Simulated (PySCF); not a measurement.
## Where the electron goes

Species: C3H10OSi2.
SMILES with atom numbers: `[CH2:1]=[CH:2][O:3][SiH2:4][CH2:5][SiH3:6]` (hydrogens: H7, H8 on C1; H9 on C2; H10, H11 on Si4; H12, H13 on C5; H14, H15, H16 on Si6)

Cartesian coordinates in Å at the PBE0-D3(BJ)/def2-SVP level; atoms count from 1:
```
atom  x, y, z in Å
C1     3.0749   -0.4408    0.2933
C2     2.0701    0.2350    0.8567
O3     0.8475    0.4453    0.3335
Si4    0.2328   -0.1283   -1.1299
C5    -1.5320    0.4632   -1.1619
Si6   -2.4184    0.2790    0.4953
H7     4.0217   -0.5389    0.8254
H8     2.9922   -0.9085   -0.6919
H9     2.1736    0.6974    1.8447
H10    0.3053   -1.6208   -1.1438
H11    1.0505    0.4089   -2.2592
H12   -2.0791   -0.1099   -1.9304
H13   -1.5646    1.5234   -1.4638
H14   -3.8940    0.4375    0.3045
H15   -1.9510    1.3141    1.4617
H16   -2.1648   -1.0778    1.0704
```

Theory: PySCF, TDDFT B3LYP/def2-SVPD, vertical, gas phase, core orbitals frozen in the response.

Kohn–Sham orbitals with the atoms that hold most of them (Löwdin shares over 4%, at most four atoms; ? is withheld):

| orbital | ε (eV) | atoms |
| --- | --- | --- |
| LUMO+2 | 0.26 | C2 34%, C1 31%, O3 10%, H8 6% |
| LUMO+1 | 0.16 | Si4 25%, Si6 12%, H11 10%, H10 9% |
| LUMO | 0.06 | Si6 22%, Si4 18%, C5 13%, H13 9% |
| HOMO | -6.72 | ? |
| HOMO-1 | -8.56 | ? |
| HOMO-2 | -9.01 | Si4 19%, H10 17%, C5 15%, Si6 11% |
| HOMO-3 | -9.08 | Si6 27%, O3 18%, H14 17%, H15 15% |

**Question.** Which atoms hold the HOMO-1, and with what shares?

**Answer.** C5 (bonded to 2 Si and 2 H) 27%; Si4 (bonded to C, O and 2 H) 18%; Si6 (bonded to C and 3 H) 14%; H11 (bonded to Si) 11%. By element: silicon 32%, carbon 27% or more, hydrogen 11% or more.

**Question.** Give the leading atoms of the HOMO.

**Answer.** C1 (bonded to C and 2 H) 38%; C2 (bonded to C, O and H) 26%; O3 (bonded to C and Si) 23%. By element: carbon 64% or more, oxygen 23%.

**Question.** How does S1 compare with the orbital gap of 6.78 eV?

**Answer.** S1 is at 5.97 eV (f = 0.0053), 0.81 eV below the gap, made of HOMO→LUMO+1 (95%). Its leading pair isn't HOMO and LUMO; the energies of that pair differ by 6.88 eV. Without the coupling terms of the response equations the lowest excitation would equal the gap.

**Question.** Give energy, strength and leading configuration of S1 and S2, and follow the Löwdin shares of the leading atoms from the occupied to the empty orbital.

**Answer.** 
- S1 (5.97 eV, f 0.0053), HOMO→LUMO+1 (95%): C1 38% → at most 9%, C2 26% → at most 9%, Si4 at most 4% → 25%, Si6 at most 4% → 12%
- S2 (6.09 eV, f 0.0015), HOMO→LUMO (96%): C1 38% → at most 9%, C2 26% → at most 9%, Si6 at most 4% → 22%, Si4 at most 4% → 18%

Löwdin shares depend on the basis, the more so with diffuse functions.

One conformer stands for the species.
